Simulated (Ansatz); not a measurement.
Basis sets compared for the cluster Ag₄F₃⁺ (the lowest singlet isomer of a short search). Charge 1, multiplicity 1. Geometry r2SCAN-D4/def2-SVP. Ansatz on 4 threads of Arm Neoverse V1 on a shared host; times are rough, and most runs start from earlier orbitals.

```tsv
atom	x (Å)	y (Å)	z (Å)
Ag1	2.249	0.500	-0.505
Ag2	-1.517	1.526	-0.970
Ag3	-0.299	-1.406	-0.685
Ag4	-0.369	-0.314	2.308
F5	0.371	0.607	-1.674
F6	-1.725	-0.044	0.578
F7	1.289	-0.868	0.948
```

In the def2 sets Ag takes a core potential; there is no spin–orbit coupling. No other spin state of charge 1 was run. Another isomer (singlet) lies 0.06 eV lower at PBE-D4/def2-TZVP; other spin states weren't run for this one.

```
           level  functions  energy (Eh)  HOMO (eV)  LUMO (eV)  wall time
 PBE-D4/def2-SVP        166    -886.7491     -10.11      -7.97      2.9 s
PBE0-D4/def2-SVP        166    -886.6911     -11.61      -6.83      5.5 s
```

(1) Estimate the rows for PBE-D4/def2-TZVP (with forces), PBE0-D4/def2-TZVP.

## Answers

(1) 
```json
{"level": "PBE-D4/def2-TZVP (with forces)", "functions": "253", "energy (Eh)": "-887.2547", "HOMO (eV)": "-10.19", "LUMO (eV)": "-8.07", "wall time": "5.5 s"}
{"level": "PBE0-D4/def2-TZVP", "functions": "253", "energy (Eh)": "-887.1892", "HOMO (eV)": "-11.71", "LUMO (eV)": "-6.92", "wall time": "9.5 s"}
```
